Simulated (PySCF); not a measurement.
All of these have the formula C7H5FO2. Level of theory: PySCF 2.14.0, density-fitted response routines, TDDFT PBE0/def2-SVPD, vertical, gas phase, core orbitals frozen in the response. Geometries: GFN2-xTB; one conformer of each isolated species. Triplets are in the Tamm–Dancoff approximation.

A. `c1(cc(C=C)cc(=O)o1)F`
B. `O=C(O)c1ccc(F)cc1`
C. `O=C(O)c1cccc(F)c1`
D. `C=Cc1ccoc1C(=O)F`

Lowest singlet levels (six at most, fewer where fewer were computed) with oscillator strengths:

1. 253 nm (f 0.045); 252 nm (f 0.000); 221 nm (f 0.181); 188 nm (f 0.330); 184 nm (f 0.000); 181 nm (f 0.299); T1 3.75 eV
2. 247 nm (f 0.000); 238 nm (f 0.003); 225 nm (f 0.252); 193 nm (f 0.000); 192 nm (f 0.207); 180 nm (f 0.556); T1 3.80 eV
3. 303 nm (f 0.137); 267 nm (f 0.000); 235 nm (f 0.238); 210 nm (f 0.510); 190 nm (f 0.003); 189 nm (f 0.000); T1 2.62 eV
4. 265 nm (f 0.386); 250 nm (f 0.088); 241 nm (f 0.000); 206 nm (f 0.273); 185 nm (f 0.046); 181 nm (f 0.008); T1 2.82 eV

Task: Which spectrum belongs to which structure?

Result: 1 = C, 2 = B, 3 = A, 4 = D.
- A: S1 at 4.09 eV, HOMO→LUMO (94%); Löwdin shares by element: HOMO carbon 50% or more, oxygen 17% or more (atoms not listed hold the other 33%); LUMO carbon 61% or more (atoms not listed hold the other 39%); HOMO -7.15 and LUMO -2.46 eV; point group Cs, 2 of its 6 listed states under f = 0.0005.
- B: S1 at 5.02 eV, HOMO-2→LUMO (95%); Löwdin shares by element: HOMO carbon 52% or more, fluorine 10% (atoms not listed hold the other 37%); LUMO carbon 43% or more, oxygen 13% or more (atoms not listed hold the other 44%); HOMO -7.73 and LUMO -1.63 eV; point group Cs, 2 of its 6 listed states under f = 0.0005.
- C: S1 at 4.89 eV, HOMO→LUMO (82%), HOMO-1→LUMO+1 (10%); Löwdin shares by element: HOMO carbon 54% or more, fluorine 11% (atoms not listed hold the other 35%); LUMO carbon 45% or more, oxygen 13% or more (atoms not listed hold the other 42%); HOMO -7.65 and LUMO -1.82 eV; point group Cs, 2 of its 6 listed states under f = 0.0005.
- D: S1 at 4.67 eV, HOMO→LUMO (98%); Löwdin shares by element: HOMO carbon 65% or more (atoms not listed hold the other 35%); LUMO carbon 42% or more, oxygen 13% or more (atoms not listed hold the other 44%); HOMO -7.30 and LUMO -2.28 eV; point group Cs, 1 of its 6 listed states under f = 0.0005.
B and C have S1 within 0.13 eV of each other; their strongest listed levels stand at 6.89 eV (f 0.556) and 6.61 eV (f 0.330).
